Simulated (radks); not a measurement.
Task: The ytterbium ion Yb+, [Xe] 4f14 6s1. Calculated with a radial shooting solver on a logarithmic mesh with Libxc functionals: non-relativistic Kohn-Sham, r2SCAN, spin-polarised, spherical densities, point nucleus; meta-GGA in the generalised Kohn-Sham scheme. Every spin shell is full or empty, so the densities are truly spherical. Functionals are evaluated on that one density, not self-consistently. Rank these orbital-free kinetic functionals by their error against the exact value of the orbitals, and give that value: Thomas-Fermi, von Weizsacker, TF + vW, TF + vW/9, TF + vW/5, APBEK, LKT, Ernzerhof.

Result: Exact: 13391.8 hartree. From best to worst, with 100 (|E| - |E exact|)/|E exact| (equal figures are ties): APBEK -0.01, Ernzerhof -0.53, TF + vW/9 -0.76, TF + vW/5 +2.54, Thomas-Fermi -4.88, LKT +16.72, TF + vW +32.22, von Weizsacker -62.90.
